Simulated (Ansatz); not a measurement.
Consider the ligand exchange at the Si–N bond: `C=N[SiH](O)S` + HBr → `O[SiH](S)Br` + `C=N`.

Calculated with Ansatz (gas phase, PBE0-D4/def2-TZVP geometries, no zero-point term in ΔE). CCSD(T)/CBS adds triple-zeta CCSD(T) − MP2 to the extrapolated MP2 energy (def2 sets, frozen cores). This one scheme is used for every species. Functionals use def2-TZVPP. For Br outer-core shells are correlated without core-valence functions, which leaves a few kJ/mol of doubt a bond. Scalar relativity is left out up to krypton. Each species was taken in one conformer, which may not be the lowest.

```json
{"level": "CAM-B3LYP", "ΔE (kJ/mol)": "-42.6"}
{"level": "CCSD(T)/def2-TZVPP", "ΔE (kJ/mol)": "-45.4"}
```

What does CCSD(T)/CBS give? (An estimate is asked.)

Ansatz gave: -50.5 kJ/mol. The listed levels differ from it by 7.9, 5.1 kJ/mol.

Largest T1 diagnostic among the species: 0.013.

At CCSD(T), def2-SVP lies +6.1 kJ/mol from the extrapolated value and def2-TZVPP +5.1 kJ/mol. Leaving LDA and LC-ωPBE aside and taking each functional with its dispersion term where it has one, the values, not all of them listed here, spread over 10.2 kJ/mol, from HSE06-D4 to CAM-B3LYP-D4. LDA lies +7.9 kJ/mol from PBE without D4.

CCSD(T)/CBS has its own doubt, a few kJ/mol and more with outer-core shells, so smaller differences from it don't rank the levels.
